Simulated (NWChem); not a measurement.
## Atomisation of sulfur difluoride (F2S)

SMILES: FSF
```xyz
3

F      1.2400     0.0000    -0.4940
S      0.0000     0.0000     0.5558
F     -1.2400     0.0000    -0.4940
```
Charge 0, spin multiplicity 1.

All runs are NWChem calculations. The geometry was optimised at B3LYP/def2-SVP, a minimum by its harmonic frequencies.

Basis set: def2-TZVP. The atomisation energy is electronic alone: no zero-point, thermal, spin-orbit or counterpoise terms. No value is extrapolated to the basis-set limit. Free atoms are single determinants with multiplicities F 2, S 3. Correlated methods freeze the same cores in atoms and molecule, 7 orbitals in all.

```csv
method,atomisation energy (kcal/mol)
HF,74.9
B3LYP,172.0
CCSD(T),162.5
CAM-B3LYP,174.6
MP2,176.1
PBE,191.5
BP86,189.9
PBE0,171.6
LDA (SVWN5),236.4
BHandHLYP,148.9
```

The values span 161.5 kcal/mol, from HF (lowest) to LDA (SVWN5) (highest). 

B3LYP has NWChem's definition, with VWN1-RPA local correlation. No SCF solution was tested for a lower state. Open-shell Hartree-Fock references start from PBE0 orbitals. Coupled-cluster values serve here as a point of comparison, not as the truth.
